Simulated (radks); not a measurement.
Results of a calculation; reference values are marked as such.
Question: Pr+, 58 electrons, occupied as [Xe] 4f3.25 6s0.75 (fractional occupations, a model configuration). Level of theory: Dirac Kohn-Sham, SOGGA, spin-unpolarised, spherical densities, point nucleus; open shells are shared between the two j in proportion to 2j + 1 (a radial shooting solver on a logarithmic mesh with Libxc functionals). Some entries of the table are withheld. Estimate them.

orbital     occ.  eigenvalue (Ry)  <r> (bohr)
1s1/2          2        -3069.665     0.02410
2s1/2          2        -493.8717      0.1026
2p1/2          2        -466.8166     0.08606
2p3/2          4        -431.3949     0.09237
3s1/2          2        -106.7414      0.2721
3p1/2          2        -95.23334         (1)
3p3/2          4        -88.21614         (2)
3d3/2          4        -68.12445      0.2453
3d5/2          6        -66.61145      0.2491
4s1/2          2        -21.42816      0.6228
4p1/2          2        -17.12389      0.6407
4p3/2          4        -15.61241      0.6687
4d3/2          4         -8.54661      0.7226
4d5/2          6         -8.28185      0.7327
5s1/2          2         -3.20401         (3)
5p1/2          2         -2.06913       1.714
5p3/2          4         -1.86704       1.804
6s1/2       0.75         -0.55715       4.157
5d3/2          0              (4)       2.952
5d5/2          0              (5)       3.015
4f5/2    1.39286              (6)       1.215
4f7/2    1.85714              (7)       1.242
6p1/2          0              (8)       5.160
6p3/2          0              (9)       5.376

Answer: 
(1) 3p1/2 <r> (bohr): 0.2618
(2) 3p3/2 <r> (bohr): 0.2741
(3) 5s1/2 <r> (bohr): 1.515
(4) 5d3/2 eigenvalue (Ry): -0.49747
(5) 5d5/2 eigenvalue (Ry): -0.48377
(6) 4f5/2 eigenvalue (Ry): -0.41729
(7) 4f7/2 eigenvalue (Ry): -0.39305
(8) 6p1/2 eigenvalue (Ry): -0.36725
(9) 6p3/2 eigenvalue (Ry): -0.34859
